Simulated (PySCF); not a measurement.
Species: C₅H₈FN.
Atom-mapped SMILES: `[CH3:1][CH2:2][CH2:3][C@H:4]([F:5])[C:6]#[N:7]` (hydrogens: H8, H9, H10 on C1; H11, H12 on C2; H13, H14 on C3; H15 on C4)

The calculation used PBE0-D3(BJ)/def2-SVP geometry optimisation, gas phase in PySCF 2.14.0.

(1) List the bond lengths, angles and torsions at this level.

Answers

(1) 
```tsv
bond	length (Å)
C1–C2	1.520
C2–C3	1.522
C3–C4	1.519
C4–F5	1.371
C4–C6	1.473
C6≡N7	1.156
C1–H8, C1–H9, C1–H10	1.101
C2–H11	1.104
C2–H12	1.103
C3–H13	1.102
C3–H14	1.102
C4–H15	1.105
```

Bonds in one row agree within 0.01 Å and their mean is given. A selection of angles:
```tsv
angle	degrees
C2–C1–H8	111.2
H8–C1–H9	107.6
C1–C2–C3	112.6
C1–C2–H11	109.7
C1–C2–H12	109.6
C3–C2–H11	109.4
C3–C2–H12	109.4
H11–C2–H12	106.0
C2–C3–C4	113.9
C2–C3–H13	110.7
C2–C3–H14	110.6
C4–C3–H13	108.0
C4–C3–H14	106.6
H13–C3–H14	106.8
C3–C4–F5	110.0
C3–C4–C6	111.8
C3–C4–H15	110.3
F5–C4–C6	109.0
F5–C4–H15	108.0
C6–C4–H15	107.5
C4–C6–N7	178.8
```

Dihedral angles: C1–C2–C3–C4 180° (antiperiplanar); C2–C3–C4–F5 -178° (antiperiplanar).

The C–C distances run from 1.473 Å (C4–C6, drawn single) to 1.522 Å (C2–C3, drawn single), a spread of 0.049 Å. Of the pairs four or more bonds apart, C6···H12 is among the closest relative to their van der Waals radii: 2.68 Å, 92 % of the sum of Bondi's values.

Point group: C1 (no symmetry element, even within 0.4 Å). Whether it is a minimum is left open (no frequencies). One conformer, not necessarily the lowest.

Rough CPU time on one thread of a shared machine: about 40 s. That covers the optimisation of the geometry.
